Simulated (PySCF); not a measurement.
**Electron correlation in Ne+ (neon, charge +1)**

[He] 2s2 2p5, 2P determinant. Computed with PySCF 2.14 in aug-cc-pCVTZ-DK (7s6p4d2f, 59 functions), with the spin-free X2C one-electron Hamiltonian (Gaussian nucleus). Frozen: nothing; 9 electrons correlated.

MP2 pair energies summed by pair of shells (mhartree):

| pair | energy | share (%) |
| --- | --- | --- |
| 2p-2p | -126.46 | 47.8 |
| 2s-2p | -70.49 | 26.6 |
| 1s-1s | -34.86 | 13.2 |
| 1s-2p | -17.18 | 6.5 |
| 2s-2s | -10.37 | 3.9 |
| 1s-2s | -5.19 | 2.0 |

Total MP2 correlation energy: -264.54 mhartree.

Same-spin part -58.49 and opposite-spin part -206.05 mhartree; SCS-MP2 scales them by 1/3 and 6/5 to -266.76 mhartree.
